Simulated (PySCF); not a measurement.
Excited states of Sb(5+) (antimony, charge +5)

Ground state [Kr] 4d10, ¹S. Computed with PySCF 2.14 in aug-cc-pVDZ-PP with two added diffuse shells each of s, p, d type with ECP28MDF (7s6p5d, 50 functions), with a scalar-relativistic core potential. Vertical excitation energies in eV without spin-orbit coupling; excited terms of each kind are numbered among those the solver found. Frozen: 4s2 4p6.

```tsv
term	leading excitation	EOM-EE-CCSD
1 3D	4d → s	31.749
1 1D	4d → s	32.536
1 3P°	4d → p	43.165
1 3F°	4d → p	43.755
1 1F°	4d → p	44.147
1 1D°	4d → p	44.760
1 3D°	4d → p	44.767
1 1P°	4d → p	44.773
1 3S	4d → d	59.379
1 3G	4d → d	60.126
1 1G	4d → d	60.247
```

The spin-orbit splitting of the hole, absent here, rivals or exceeds the spacing of these terms, so the LS terms are model states.

The solver can miss terms.
